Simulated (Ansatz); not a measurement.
Task: Predict a relaxed structure of CoPt2, charge 0, doublet, at PBE0-D4/def2-TZVP (Ansatz).

Result: 
Cartesian coordinates in Å:
```
Pt -1.138 -0.538 0.659
Pt 1.320 -0.245 0.466
Co -0.182 0.783 -1.124
```
Point group C2v (tolerance 0.1 Å). This is one stationary point.

In the def2 sets Pt takes a core potential; there is no spin–orbit coupling. The charge 0 doublet is spin-contaminated (final ⟨S²⟩ up to 1.77, 0.75 for a pure state). The relaxation made no stability test and no search for a lower SCF solution. At PBE0-D4/def2-TZVP a quartet of charge 0 lies 0.54 eV below the doublet, each at its own geometry. The structure comes from a short search, and lower isomers may exist.
